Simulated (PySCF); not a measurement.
# B(2+): excitation energy

B(2+) [He] 2s1 (2S) → B(2+) [He] 2p1 (2P), as a difference of total energies. Computed with PySCF 2.14 in def2-QZVPPD (8s4p4d2f1g, 63 functions), with no relativity, point nucleus. Correlated levels: valence and next inner shell: nothing frozen. The calculations carry no spin-orbit coupling.

```tsv
method	excitation energy (eV)
UHF	6.047
MP2 (valence and next inner shell)	6.008
SCS-MP2 (valence and next inner shell)	6.020
CCSD (valence and next inner shell)	6.003
CCSD(T) (valence and next inner shell)	6.003
```

Problem. How much does correlation contribute at CCSD(T) (valence and next inner shell)?

Solution. 6.003 − (6.047) = -0.044 eV, measured against UHF.
